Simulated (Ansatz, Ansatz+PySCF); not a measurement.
```xyz
2

Be    0.0000    0.0000    0.0000
S     0.0000    0.0000    1.9162
```

Basis set: def2-SVP (spherical functions). Frozen core: 5 orbitals. Charge 0, multiplicity 1.

Computed with Ansatz (development build ahead of 0.2.0); each method stands on the lowest determinant of its kind that the runs found. Restricted open shells among the atoms or ions are ROHF, correlated in semicanonical orbitals with singles.

Question: Give the atomization energy at this shape (free ground-state atoms in the same class of orbitals less the molecule, no zero-point energy) of singlet BeS by RHF-CCSD(T), RHF-MP2, RHF, UHF.

Answer:

```tsv
method	atomization energy
RHF-CCSD(T)	214.3 kJ/mol
RHF-MP2	260.0 kJ/mol
RHF	126.7 kJ/mol
UHF	196.1 kJ/mol
```

Caution for RHF-CCSD(T), RHF-MP2, RHF: an unrestricted determinant lies well below. Caution for UHF: a free atom is spin contaminated; the unrestricted determinant is a mixture of spin states.
